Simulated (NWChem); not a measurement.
Molecule: C$_{2}$H$_{4}$BNO; SMILES CBN=C=O

```xyz
9

B     -0.8955     0.4483    -0.7213
H     -1.7383    -0.2370    -1.2295
C     -0.8725     1.9981    -0.9450
H     -0.8205     2.2176    -2.0215
H     -0.0542     2.5199    -0.4399
H     -1.8264     2.4335    -0.6121
N      0.0722    -0.2065     0.0877
C      0.6690    -1.0805     0.6606
O      1.3019    -1.8806     1.2482
```
Atoms are numbered in this order, from 1.

Results from NWChem. Pople sets run with spherical d functions. Coordinates come from a B3LYP/6-31G* (spherical d) optimisation. GIAO values for the isolated, static molecule; σ is the absolute isotropic shielding, δ = σ(reference) − σ with the isolated reference molecule computed at the same levels (11B: boron trifluoride, 13C: tetramethylsilane, 1H: tetramethylsilane, 15N: ammonia, 17O: water).

For level Hartree-Fock/6-31G*:

```yaml
"δ B1 (ppm)": 42.5
"δ C3 (ppm)": 9.5
"δ H4 (rotor mean) (ppm)": 0.72
"δ N7 (ppm)": 53.3
"δ C8 (ppm)": 130.6
"δ O9 (ppm)": 131.6
```

### Question
What are these values for level PBE0/pcSseg-1?

### Answer
| Property | Value |
|---|---|
| δ B1 (ppm) | 43.8 |
| δ C3 (ppm) | 13.0 |
| δ H4 (rotor mean) (ppm) | 0.84 |
| δ N7 (ppm) | 101.3 |
| δ C8 (ppm) | 140.4 |
| δ O9 (ppm) | 194.8 |
